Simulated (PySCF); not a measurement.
A GIAO shielding run with PySCF 2.14 (density fitting, non-relativistic, gas phase) on `CC(C)[Si@@H]1CC[SiH2]N1`, C$_{5}$H$_{15}$NSi$_{2}$:

```
$ OMP_NUM_THREADS=1 python probes_run.py task.json out

{"job": {"kind": "nmr", "xc": "PBE0", "basis": "pcSseg-1"}, "charge": 0, "multiplicity": 1}
C     -2.596466     0.992884     0.503257
C     -1.679918    -0.218525     0.630114
C     -1.842286    -1.134314    -0.580162
Si     0.131413     0.318508     0.890397
C      0.980869     1.130385    -0.603987
C      2.462865     0.743538    -0.573273
Si     2.622589    -1.047000     0.040076
N      1.181807    -1.058653     0.998818
H     -2.321183     1.590818    -0.362920
H     -3.634679     0.683001     0.385900
H     -2.526250     1.622890     1.386706
H     -1.993872    -0.779062     1.516822
H     -1.605140    -0.599458    -1.497612
H     -2.867815    -1.496485    -0.655930
H     -1.179353    -1.993271    -0.504141
H      0.229220     1.149526     2.106319
H      0.870092     2.215029    -0.621792
H      0.538028     0.758818    -1.529487
H      2.922959     0.903738    -1.549090
H      2.983370     1.400497     0.125361
H      2.549382    -2.040100    -1.040199
H      3.805584    -1.279853     0.873053
H      0.964032    -1.835927     1.596236
```

Hardware: 1 thread of an Arm Neoverse N1, shared host. The job also computes population analyses, field gradients, ring-centre shieldings.

Question: How large is the calculation?

Answer: 80 electrons, 225 basis functions and 1207 auxiliary functions.

Question: How long does it take, and how much memory does it need?

Answer: 83 s of wall time, with 12 SCF cycles and 4 response iterations; peak memory 0.95 GiB. Times on a shared host scatter by some tens of per cent.
